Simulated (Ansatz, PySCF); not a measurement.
Mg(Et)(SH) (C₂H₆MgS), SMILES C[CH2][Mg][SH].

Coordinates come from a PBE0-D3(BJ)/def2-SVP optimisation. The structure was generated by enumeration; whether it is a known compound was not checked. One conformer was computed; it need not be the lowest.

Vertical ionisation energy (IE) and electron affinity (EA) in eV. Rows of orbital energies are one-electron estimates. Where ΔSCF, EOM or ADC give a negative EA the extra electron is unbound and the value depends on the basis.

```json
[
 {"level": "−ε(HOMO), −ε(LUMO), ωB97X/def2-TZVP (PySCF)", "IE": "?", "EA": "?"},
 {"level": "−ε(HOMO), −ε(LUMO), PBE/def2-TZVP (PySCF)", "IE": "5.58", "EA": "1.67"},
 {"level": "ΔSCF, CAM-B3LYP/def2-SVPD (Ansatz), final states of multiplicity 2 and 2", "IE": "8.90", "EA": "-0.23"},
 {"level": "ΔSCF, PBE/def2-SVPD (Ansatz), final states of multiplicity 2 and 2", "IE": "8.36", "EA": "-0.07"}
]
```

Q: Some entries are withheld; supply them. (An estimate is asked for; the answer gives what the named calculation found.)

A: 
- −ε(HOMO), −ε(LUMO), ωB97X/def2-TZVP (PySCF), IE: 9.02
- −ε(HOMO), −ε(LUMO), ωB97X/def2-TZVP (PySCF), EA: -0.64

Q: What vertical singlet–triplet gap does ΔSCF give with CAM-B3LYP/def2-SVPD (Ansatz, a program for electronic structure) and with PBE/def2-SVPD (Ansatz)? (Estimate from the structure and the level; the computed values follow.)

A: 4.31 and 3.76 eV (triplet above singlet where positive).
